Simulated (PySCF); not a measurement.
Match the calculated data to a structure.

All candidates are C5H10F2OSi.

| technique | computed result |
| --- | --- |
| 1H NMR | chemical shifts (computed TMS as zero) by class: 4.92 (3 H), 4.38 (1 H), 4.34 (1 H), 4.05 (1 H), 1.47 (3 H), 0.98 (1 H) ppm [GIAO PBE0/pcSseg-1] |
| Rotational structure | rotational constants A, B, C: 2.055, 0.910, 0.727 GHz [GFN2-xTB] |
| 13C NMR | chemical shifts (computed TMS as zero) by class: 73.5 (1 C), 72.8 (1 C), 66.3 (1 C), 31.0 (1 C), 25.8 (1 C) ppm [GIAO PBE0/pcSseg-1] |
| Dipole | 1.83 D [PBE0/pcSseg-1] |
| NMR, other nuclei | isotropic shieldings of nuclei other than C and H, by class: 306 (1 O), 439 (1 F), 446 (1 F), 389 (1 Si) ppm [GIAO PBE0/pcSseg-1] |

Electronic properties: PySCF, gas phase, density fitting. Levels stand in brackets. The structure is a single GFN2-xTB conformer in the gas phase; no vibrational or solvent corrections. GFN2-xTB frequencies show an imaginary mode (22i cm⁻¹), so this geometry is no minimum at that level. NMR classes are plain means over equivalent atoms (diastereotopic ones count apart unless rotation or inversion swaps them), as if these changed places fast.

Question: Which candidate is it?
A. `CCO[SiH2]C(C)=C(F)F`
B. `CO[Si@H](C)C(C)=C(F)F`
C. `CCC([SiH2]OC)=C(F)F`
D. `C[C@@H](O[SiH3])[C@@H]1[C@H](F)[C@@H]1F`
E. `C=C(C)CCO[SiH](F)F`

Answer: D. It is `C[C@@H](O[SiH3])[C@@H]1[C@H](F)[C@@H]1F`. Numbering: `[CH3:1][C@@H:2]([O:3][SiH3:4])[C@@H:5]1[C@H:6]([F:7])[C@@H:8]1[F:9]`. Its formula, C5H10F2OSi, gives 1 degree of unsaturation: 1 ring and 0 π bonds in the structure found. 5 carbons fall into 5 classes; from least to most shielded: sp3 C–F carbon [C8] (73.5 ppm), sp3 C–F carbon [C6] (72.8 ppm), chain sp3 carbon bound to oxygen [C2] (66.3 ppm), three-membered-ring carbon [C5] (31.0 ppm), methyl carbon [C1] (25.8 ppm). Hydrogen classes from least to most shielded: 3 H on an oxygen-bound silicon, Si4 (4.92 ppm), 1 H on an sp3 C–F carbon, C6 (4.38 ppm), 1 H on an sp3 C–F carbon, C8 (4.34 ppm), 1 H on an sp3 carbon bound to oxygen, C2 (4.05 ppm), 3 H on a methyl carbon, C1 (1.47 ppm), 1 H on a three-membered-ring carbon, C5 (0.98 ppm). The other shieldings belong to: 306 ppm, silyl ether oxygen [O3]; 439 ppm, alkyl fluorine [F7]; 446 ppm, alkyl fluorine [F9]; 389 ppm, oxygen-bound silicon [Si4]. The optimised geometry has point group C1 and is an asymmetric top.

The others, at the same levels:
- `CO[Si@H](C)C(C)=C(F)F` fails: its computed 13C shifts are 167.7 (1 C), 83.9 (1 C), 53.1 (1 C), 11.8 (1 C), -1.7 (1 C) ppm, 1H shifts are 5.34 (1 H), 3.83 (3 H), 1.82 (3 H), 0.27 (3 H) ppm and rotational constant A is 2.330 GHz (against 2.055 GHz).
- `CCC([SiH2]OC)=C(F)F` fails: its computed 13C shifts are 167.3 (1 C), 86.5 (1 C), 54.0 (1 C), 22.3 (1 C), 18.4 (1 C) ppm, 1H shifts are 5.23 (2 H), 3.88 (3 H), 2.30 (2 H), 1.10 (3 H) ppm and smallest rotational constant is 0.635 GHz (against 0.727 GHz).
- `CCO[SiH2]C(C)=C(F)F` fails: its computed 13C shifts are 167.2 (1 C), 80.1 (1 C), 64.2 (1 C), 20.0 (1 C), 11.9 (1 C) ppm, 1H shifts are 5.26 (2 H), 4.16 (2 H), 1.85 (3 H), 1.35 (3 H) ppm and rotational constant A is 3.203 GHz (against 2.055 GHz).
- `C=C(C)CCO[SiH](F)F` fails: its computed 13C shifts are 151.5 (1 C), 126.3 (1 C), 66.9 (1 C), 48.0 (1 C), 22.9 (1 C) ppm, 1H shifts are 5.45 (1 H), 5.34 (1 H), 4.74 (1 H), 4.41 (2 H), 2.43 (2 H), 1.97 (3 H) ppm and rotational constant A is 2.168 GHz (against 2.055 GHz).

Each candidate is one conformer, not necessarily the lowest. Dipoles, sizes and rotational constants follow the conformer. The torsions of the flexible species, by atom-mapped SMILES:
- `[CH3:1][C@@H:2]([O:3][SiH3:4])[C@@H:5]1[C@H:6]([F:7])[C@@H:8]1[F:9]`: C1–C2–O3–Si4 -117°, C1–C2–C5–C6 151°
- `[CH3:1][O:2][Si@H:3]([CH3:4])[C:5]([CH3:6])=[C:7]([F:8])[F:9]`: C1–O2–Si3–C4 -58°, O2–Si3–C5–C6 8°
- `[CH3:1][CH2:2][C:3]([SiH2:4][O:5][CH3:6])=[C:7]([F:8])[F:9]`: C1–C2–C3–Si4 -72°, C2–C3–Si4–O5 -11°, C3–Si4–O5–C6 180°
- `[CH3:1][CH2:2][O:3][SiH2:4][C:5]([CH3:6])=[C:7]([F:8])[F:9]`: C1–C2–O3–Si4 60°, C2–O3–Si4–C5 175°, O3–Si4–C5–C6 0°
- `[CH2:1]=[C:2]([CH3:3])[CH2:4][CH2:5][O:6][SiH:7]([F:8])[F:9]`: C1–C2–C4–C5 -122°, C2–C4–C5–O6 68°, C4–C5–O6–Si7 -70°, C5–O6–Si7–F8 -158°
